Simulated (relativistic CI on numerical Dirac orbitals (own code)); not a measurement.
# P III: calculation against measurement

Calculated at this level of theory: Dirac-Coulomb-Breit CI, KLI orbitals optimised for each configuration, a model potential for QED, valence Slater integrals scaled by 0.85, P86 correlation estimate, and configurations built on the next ion tied to the tabulated ionisation energy (semi-empirical) (own radial code, finite nucleus).

Configuration list (outside the closed core [Ne]): 3s2 3p, 3s2 3d, 3s2 4s, 3s2 4p, 3s2 4d, 3s2 5s, 3s2 4f, 3s 3p2, 3p3, 3s 3p 3d, 3p 3d2, 3s2 5p, 3s 3p 4s, 3p2 3d, 3s2 5d, 3s2 5f, 3s2 5g, 3p2 4s, 3s 3d2, 3s 3p 4p, 3s 3d 4s, 3p2 4p, 3s 4s2, 3s 3d 4p. Levels of other configurations are missing.

```csv
Configuration,Term (tabulated),J,Measured (cm⁻¹),Computed,Error,Purity (%)
3s2 3p,2P°,1/2,0.0,0,0,96
3s2 3p,2P°,3/2,559.1,541,-18,96
3s 3p2,4P,1/2,56921.7,56290,-632,99
3s 3p2,4P,3/2,57126.0,56487,-639,99
3s 3p2,4P,5/2,57454.0,56802,-652,99
3s 3p2,2S,1/2,100200.4,98862,-1338,96
3s 3p2,2P,1/2,109037.2,107401,-1636,94
3s 3p2,2P,3/2,109413.0,107760,-1653,94
3s2 4s,2S,1/2,117835.9,111722,-6114,95
3s2 4p,2P°,1/2,141376.9,135806,-5571,96
3p3,4S°,3/2,159715.4,159984,269,98
3p3,2P°,1/2,170170.6,171528,1358,62
3s 3p 3d,4D°,1/2,175259.7,175422,162,99
3s2 5s,2S,1/2,176042.9,177085,1042,100
```

Measured levels from Martin, Zalubas and Musgrove, J. Phys. Chem. Ref. Data 14, 751 (1985); pairs were made by configuration, J and term (by order where the table uses no LS term), so strongly mixed levels may be paired wrongly. Some J values or terms of the table were assigned by a fit.

Mean error by configuration (cm⁻¹): 3s2 3p -18; 3s 3p2 -1092; 3s2 4s -6114; 3s2 4p -5571; 3p3 813; 3s 3p 3d 162; 3s2 5s 1042. Over the excited levels the mean absolute error is 1622 cm⁻¹ (13 of the 13 excited levels that our extract of the source holds in range could be paired), and the median relative error of those above 1,000 cm⁻¹ is 1.1 %.
